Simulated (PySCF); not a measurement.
Gas-phase reaction: GeF4 + GeO = 2 GeF2 + O

Computed with PySCF (xtb for GFN2) and rigid-rotor harmonic-oscillator thermochemistry at 1 bar. † marks an energy on the PBE0/def2-TZVP geometry and frequencies; other levels use their own. CCSD(T) freezes the core. Open shells (unrestricted): O (multiplicity 3, electronic degeneracy 9); the rest are closed-shell singlets. GFN2 has no spin-polarisation term. Spin-orbit splitting is ignored; it lowers the true energy and changes the entropy of O. Ge: all electrons, no relativistic terms. CCSD(T) isn't extrapolated to the basis-set limit; its ΔH°(298 K) is 414.5 kJ in def2-SVP and 435.9 kJ in def2-TZVPP. The harmonic model lacks anharmonicity and excited electronic states, which grow with temperature; levels with a mode under 35 cm⁻¹ are left out. Warning, large T1 diagnostic: GeO (CCSD(T)/def2-TZVPP†).

```json
[
 {"level": "CCSD(T)/def2-TZVPP†", "ΔE electronic, kJ": "445", "ΔH°(298 K), kJ": "436", "ΔS°(298 K), J/K": "177", "ΔG°(2500 K), kJ": "2"},
 {"level": "GFN2-xTB", "ΔE electronic, kJ": "514", "ΔH°(298 K), kJ": "506", "ΔS°(298 K), J/K": "173", "ΔG°(2500 K), kJ": "84"},
 {"level": "PBE/def2-TZVP†", "ΔE electronic, kJ": "427", "ΔH°(298 K), kJ": "418", "ΔS°(298 K), J/K": "177", "ΔG°(2500 K), kJ": "-15"},
 {"level": "PBE0/def2-QZVP†", "ΔE electronic, kJ": "406", "ΔH°(298 K), kJ": "397", "ΔS°(298 K), J/K": "177", "ΔG°(2500 K), kJ": "-37"},
 {"level": "ωB97M-V/def2-TZVP†", "ΔE electronic, kJ": "403", "ΔH°(298 K), kJ": "394", "ΔS°(298 K), J/K": "177", "ΔG°(2500 K), kJ": "-40"},
 {"level": "ωB97X-V/def2-TZVP†", "ΔE electronic, kJ": "416", "ΔH°(298 K), kJ": "407", "ΔS°(298 K), J/K": "177", "ΔG°(2500 K), kJ": "-26"}
]
```
ΔH° is lowest at ωB97M-V/def2-TZVP† and highest at GFN2-xTB. No reference value is set beside these.
